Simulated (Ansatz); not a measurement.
Ansatz results at the PBE0-D4/def2-TZVP geometry: LUMO energy (PBE/def2-TZVPP) -0.91 eV; size of the dipole moment (B3LYP/def2-TZVPP) 2.31 D; LUMO energy (B3LYP/def2-TZVPP) -0.21 eV.

Problem. Which molecule gave them?
A. `F[Si](F)(F)S[Si](F)(F)F`
B. `CSC(F)(F)F`
C. `CSC`
D. `C=CCSC(F)(F)F`

Solution. B. The others give `C=CCSC(F)(F)F`: -1.40, 2.29, -0.62; `CSC`: 0.07, 1.52, 0.74; `F[Si](F)(F)S[Si](F)(F)F`: -1.25, 0.93, -0.54.

B3LYP here is the variant with VWN-RPA as its local correlation; programs differ in this.
